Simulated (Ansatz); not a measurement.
Consider the formal exchange of groups at a C–F bond: `F[CH]1[AlH][GeH2]1` + CH₄ → `C[CH]1[AlH][GeH2]1` + H–F.

Gas-phase electronic energies from Ansatz, PBE0-D4/def2-TZVP geometries. CCSD(T)/CBS is the MP2 limit (def2-TZVPP, def2-QZVPP) plus CCSD(T) − MP2 in def2-TZVPP, frozen cores. This one scheme is used for every species. For Ge outer-core shells are correlated without core-valence functions, which leaves a few kJ/mol of doubt a bond. Scalar relativity is left out up to krypton.

```csv
species,MP2/def2-QZVPP energy (Eh)
`F[CH]1[AlH][GeH2]1`,-2458.00133
CH₄,-40.42633
`C[CH]1[AlH][GeH2]1`,-2398.09029
H–F,-100.36692
```

Task: Work out ΔE.

Result: ΔE = (-2398.09029) + (-100.36692) − (-2458.00133) − (-40.42633) = -0.02955 Eh = -18.5 kcal/mol. CCSD(T)/CBS gives -15.8 kcal/mol.

Largest T1 diagnostic among the species: 0.014.

From PBE to PBE0 (25 % exact exchange), in def2-TZVPP and without D4, ΔE moves by −2.7 kcal/mol. The D4 term adds −1.8 kcal/mol with B3LYP and −1.0 kcal/mol with PBE0; it sums over pairs of atoms, weighted by their polarisabilities, and B3LYP, whose exchange is more repulsive, gets the larger term. In def2-TZVPP, CCSD(T) changes the Hartree–Fock value by −3.8 kcal/mol (the triples alone add −0.1 kcal/mol) and MP2 by −7.0 kcal/mol.

B3LYP here is the variant with VWN-RPA as its local correlation; programs differ in this.
